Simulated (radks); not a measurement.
The numbers below are computed, except where a source is named.
The hydrogen anion H-, [He], held by a Watson sphere: a shell of charge +1 at radius R that stands for the Madelung well of a crystal (potential energy -1/R inside, -1/r outside, in hartree with lengths in bohr). Level of theory: non-relativistic Kohn-Sham, LDA (Slater exchange, Perdew-Wang correlation), spin-polarised, spherical densities, point nucleus (a radial shooting solver on a logarithmic mesh with Libxc functionals). Response by self-consistent Sternheimer equations with the Hartree and adiabatic LDA kernel. The sphere does not respond.

| R (bohr) | e(1s) (eV) | <r> 1s (bohr) | sum of <r^2> (bohr^2) | X-ray form factor at sin(theta)/lambda = 0.3 1/angstrom | alpha (bohr^3) |
|---|---|---|---|---|---|
| 1.33 | -8.620 | 1.568 | 6.501 | 0.447 | 8.797 |
| 1.83 | -7.219 | 1.764 | 8.252 | 0.346 | 13.90 |
| 2.37 | -6.104 | 1.941 | 10.07 | 0.292 | 20.76 |
| 3.23 | -4.828 | 2.160 | 12.74 | 0.260 | 34.42 |
| 3.28 | -4.767 | 2.171 | 12.89 | 0.260 | 35.32 |
